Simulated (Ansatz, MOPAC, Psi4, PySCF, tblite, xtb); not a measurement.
Dimer H2 ··· BCl3 (SMILES [H][H] and ClB(Cl)Cl) at R = 3.23 Å between the centres of mass, closest contact 2.86 Å (lowest of the rigid-body minima from ten starts at GFN2-xTB). Geometry in Å and degrees:

```
B
Cl 1 1.7450
Cl 1 1.7451 2 119.98
Cl 1 1.7451 2 120.01 3 -179.98
H 1 2.8587 2 90.03 3 -90.47
H 5 0.7438 4 151.99 1 -173.04
```

- GFN2-xTB (tblite)
- SAPT0/jun-cc-pVDZ, frozen core (Psi4)
- revPBE/def2-TZVP, counterpoise-corrected (Psi4)
- revPBE-D3(BJ)/def2-TZVP, counterpoise-corrected (Psi4)
- PBE/def2-TZVP, counterpoise-corrected (Psi4)
- PBE-D3(BJ)/def2-TZVP, counterpoise-corrected (Psi4)
- wB97M-V/def2-TZVP, counterpoise-corrected (Psi4)
- RHF/aug-cc-pVTZ, counterpoise-corrected (Ansatz, a program for electronic structure)
- MP2/aug-cc-pVTZ = MP2 on RHF/aug-cc-pVTZ, frozen core, counterpoise-corrected (Ansatz)
- CCSD/aug-cc-pVTZ = CCSD on RHF/aug-cc-pVTZ, frozen core, counterpoise-corrected (Ansatz)
- CCSD(T)/aug-cc-pVTZ = Ansatz with CCSD(T) on RHF/aug-cc-pVTZ, frozen core, counterpoise-corrected
- RHF/aug-cc-pVQZ, counterpoise-corrected (Ansatz)
- MP2/aug-cc-pVQZ = MP2 on RHF/aug-cc-pVQZ, frozen core, counterpoise-corrected in Ansatz
- PM3, restricted, heats of formation (MOPAC)
- PM6, restricted, heats of formation (MOPAC)
- GFN1-xTB (xtb)
- RKS-B3LYP/6-31G* = restricted B3LYP/6-31G*, spherical d, no counterpoise correction (PySCF)
- RKS-B3LYP/6-311+G** = restricted B3LYP/6-311+G**, spherical d, no counterpoise correction (PySCF)
- RHF/3-21G = restricted Hartree-Fock/3-21G, no counterpoise correction run with PySCF
- RKS-BP86/6-31G* = restricted BP86/6-31G*, spherical d, no counterpoise correction (PySCF)

Q: What interaction energy does each level give?

A: 
```csv
method,E_int / kcal/mol
GFN2-xTB,-0.79
PBE-D3(BJ)/def2-TZVP,-0.38
PM3,-0.35
revPBE-D3(BJ)/def2-TZVP,-0.22
PM6,-0.19
wB97M-V/def2-TZVP,-0.18
MP2/aug-cc-pVQZ,-0.16
GFN1-xTB,-0.15
MP2/aug-cc-pVTZ,-0.12
CCSD(T)/aug-cc-pVTZ,-0.07
CCSD/aug-cc-pVTZ,0.10
PBE/def2-TZVP,0.25
RHF/3-21G,0.38
SAPT0/jun-cc-pVDZ,0.41
RKS-B3LYP/6-31G*,0.70
RKS-B3LYP/6-311+G**,0.77
RKS-BP86/6-31G*,0.99
revPBE/def2-TZVP,1.06
RHF/aug-cc-pVQZ,1.17
RHF/aug-cc-pVTZ,1.18
```
